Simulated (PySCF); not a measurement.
## Dipole response of Lu(2+) (lutetium, charge +2)

[Xe] 4f14 6s1, 2S determinant. Computed with PySCF 2.14 in ANO-RCC-VTZP (8s7p5d3f2g1h, 104 functions), with scalar relativity by spin-free X2C-1e. Coupled (time-dependent) response in atomic units; α is the mean over directions. The basis has no added diffuse functions, which lowers α and C₆.

| method | mean α (bohr³) | C₆ (like pair) | S(−4) |
| --- | --- | --- | --- |
| UHF | 40.96 | 263.8 | 1259 |

S(−4) is the Cauchy moment in α(ω) = α(0) + S(−4) ω² + …

α(iu) at UHF:

```tsv
u (hartree)	α(iu) (bohr³)
0	40.96
0.0500	38.06
0.100	31.57
0.200	19.61
0.300	12.96
0.500	7.453
0.750	4.970
1.00	3.778
1.50	2.526
2.00	1.848
3.00	1.149
5.00	0.6087
```

A single London oscillator, α(iu) = α/(1 + u²/ω²), gives C₆ = (3/4) ω α². Matching the computed C₆ needs ω = 4 × 263.8 / (3 × 40.96²) = 0.210 hartree.

For an ion, C₆ is the dispersion term alone; charge-induced terms of lower order in 1/R come first.

Spin-orbit coupling, which splits the p, d and f shells strongly at this Z, is absent.
